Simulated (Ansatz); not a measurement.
## One elementary step

Start structure (GeNH$_{5}$, closed shell), relaxed at PBE0-D4/def2-TZVP:

```
7
angstrom
Ge 0.2161 -0.9059 1.1186
H -0.3312 1.0095 -0.6927
N 0.0877 0.0949 -0.8067
H -1.2934 -0.4336 1.3534
H 0.7887 0.4747 1.6867
H 1.0105 0.2063 -1.2096
H -0.4784 -0.4457 -1.4497
```

The step: GeNH₅ ([NH3][GeH2]) → GeNH₃ ([NH2][GeH]) + H₂; bonds formed: H2–H4; dative contacts that become bonds: Ge1–N3; bonds broken: Ge1–H4, H2–N3. Program: Ansatz 0.2.0. Basis: def2-TZVPP and def2-QZVPP. Cores are frozen in the correlated methods. Filled d shells of the heavier atoms are correlated. The def2 sets are not built for correlating such inner shells, so the correlated values are less sure here. Extrapolation: Hartree–Fock as exp(−7.88 √X), correlation as X^−2.97. Energies below are by CCSD(T) at an estimated basis limit (MP2 extrapolated from triple and quadruple zeta, plus CCSD(T) − MP2 in triple zeta).

Problem. What are the electronic barrier and the energy of the step, from the start structure to the end structure? (An estimate is asked for; the value comes from the calculation.)

Solution. Computed: Barrier 36.97 kcal/mol; step energy 8.64 kcal/mol (uphill); reverse barrier, their difference, 28.33 kcal/mol. Barrier and step energy count from the start structure, the reverse barrier from the end structure.

The saddle point: One imaginary mode of 1308i cm⁻¹.
| pair | start (Å) | saddle (Å) | end (Å) |
| --- | --- | --- | --- |
| Ge1–N3 | 2.17 | 2.01 | 1.82 |
| H2–H4 | 2.68 | 0.95 | 0.75 |
| Ge1–H4 | 1.60 | 1.85 | 3.04 |
| H2–N3 | 1.01 | 1.47 | 3.73 |

Zero-point energy (harmonic, PBE0-D4): ZPE is 32.80 kcal/mol at the start and 29.11 kcal/mol at the saddle, so the barrier goes from 36.97 to 33.28 kcal/mol.

First-order rate constant out of the start structure at 298 K by transition-state theory, with harmonic vibrational free energies alone and no tunnelling: ΔA‡ = 33.76 kcal/mol, so k = (kB T/h) exp(−ΔA‡/kB T) ≈ 10^-12 s⁻¹ (an order of magnitude at best: rotation, the number of equivalent paths and anharmonicity are left out).

No T1 diagnostic of these runs exceeds 0.015.

Labels in which every atom is bracketed show which atoms are joined, not bond orders.

For scale, one of the runs: CCSD(T)/def2-TZVPP, 149 basis functions, launched by `ansatz run in.yaml --threads 2 --pin off --events-out ev --progress --plain --max-ram 4352MiB`. The run took 21 s on 2 CPU threads of an Arm Neoverse V1 (shared host), with 0.95 GiB of host memory at its peak.
